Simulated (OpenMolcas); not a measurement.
**B, Al, Ga, In, Tl: ns2 np down the group**

* Program: OpenMolcas
* Method: SS-CASPT2, IPEA 0.25 Eh, imaginary shift 0.1 Eh
* Basis: ANO-RCC-VTZP
* Scalar Hamiltonian: DKH2, point nucleus
* Spin-orbit coupling: state interaction with AMFI integrals over the reference wave functions, term energies averaged over their components

Active space for each ion: 3 electrons in 4 orbitals (s p); closed shells correlated by CASPT2: B 1s; Al 2s 2p; Ga 3d; In 4d; Tl 5d.

Computed levels in cm-1 above 2P* 1/2:

```tsv
Level	B	Al	Ga	In	Tl
2P* 3/2	14.9	105	820	2070	7250
weight of 2P* in the lowest level (%)	100	100	100	100	100
```

Measured, with the error of the calculation in %. Measured levels: B, Al, Ga, In, Tl from NIST Handbook of Basic Atomic Spectroscopic Data.

```csv
Level,B,Al,Ga,In,Tl
2P* 3/2,15.3 (-2.8),112 (-6.5),826 (-0.7),2213 (-6.2),7793 (-6.9)
```

The fine-structure level 2P* 3/2 changes by a factor of 487 from B to Tl.

Over all roots computed the reference weight is 0.92 to 0.98 in Al; the roots of lowest weight are the least certain, and an intruder state may touch them. Terms from blocks run as CI alone lack orbitals of their own. Some high roots are left out of the spin-orbit mixing, which shifts the levels that they would mix with (holds for Ga; In; Tl). Computed and measured levels are paired by configuration, term and J; levels that our copy of the source lacks, or whose pairing is in doubt (as where it misses far off the trend of its configuration), stay unpaired and out of the deviations. Only configurations of the active space appear.

* marks odd parity.
